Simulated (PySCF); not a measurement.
Values are calculated unless marked as measured or tabulated.
## CH11N2Si3

CH11N2Si3 is a small molecule (built as: Si site whose three back bonds go to NHSiH3, CH2SiH3, NH2), neutral, doublet. The structure, one conformer, was relaxed in the gas phase by PBE0-D3(BJ)/def2-SVP. No frequency run checks that it is a minimum.

SMILES: N[Si](C[SiH3])N[SiH3]

| atom | x (Å) | y (Å) | z (Å) |
| --- | --- | --- | --- |
| Si1 | 1.405 | 0.072 | 0.090 |
| N2 | 0.568 | 1.256 | 1.063 |
| Si3 | -0.730 | 0.909 | 2.183 |
| C4 | 0.890 | 0.099 | -1.730 |
| Si5 | -0.889 | -0.442 | -2.046 |
| N6 | 0.845 | -1.443 | 0.741 |
| H7 | 0.963 | 2.190 | 1.116 |
| H8 | -0.312 | 0.027 | 3.320 |
| H9 | -1.901 | 0.271 | 1.515 |
| H10 | -1.154 | 2.220 | 2.767 |
| H11 | 1.014 | 1.135 | -2.089 |
| H12 | 1.576 | -0.526 | -2.327 |
| H13 | -1.838 | 0.335 | -1.195 |
| H14 | -1.264 | -0.234 | -3.481 |
| H15 | -1.051 | -1.898 | -1.745 |
| H16 | 0.765 | -2.260 | 0.144 |
| H17 | 1.095 | -1.715 | 1.687 |

EPR values by unrestricted B3LYP, IGLO-III on C N Si, pcH-1 on H.

Q: Predict g and the largest hyperfine couplings. Where does the spin sit?

A: g = 2.0017, 2.0022, 2.0028. The spin sits on Si1 (77 %, bonded to 1 C + 2 N) by Mulliken populations.
```
atom  isotope  isotropic (MHz)  dipolar, principal values (MHz)
 Si1     29Si           -647.4               -123.7, 61.2, 62.5
  C4      13C             78.8                 -7.8, -7.7, 15.6
 Si5     29Si            -28.0                   -8.5, 4.0, 4.5
  N2      14N             27.1                  -4.1, -3.7, 7.8
  N6      14N              6.5                 -5.6, -5.3, 11.0
 H14       1H             13.2                  -1.3, -0.4, 1.7
```

Q: How do the isotropic couplings move with BHandHLYP?

A: Si1 -647.4 to -683.9 MHz, C4 78.8 to 78.3 MHz, Si5 -28.0 to -27.1 MHz, N2 27.1 to 26.9 MHz.
